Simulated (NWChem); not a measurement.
A series in which one site is exchanged, each optimised at PBE0/def2-SVP with NWChem, gas phase unless a solvent is named. This build's default masses of Se (78.918 u) and Br (79.917 u) are each other's, which moves their modes by up to 0.6 %.

A: [Cl][Zn][SiH3] (ZnSiH3Cl; site = Cl)
B: [SiH3][Zn][Br] (ZnSiH3Br; site = Br)
C: [SiH3][ZnH] (ZnSiH$_{4}$; site = H)
D: [SiH3][Zn][F] (ZnSiH₃F; site = F)

Rank them by orbital gap (eV), PBE0/def2-SVP, lowest first.

C (7.11), B (7.39), A (7.67), D (7.87)
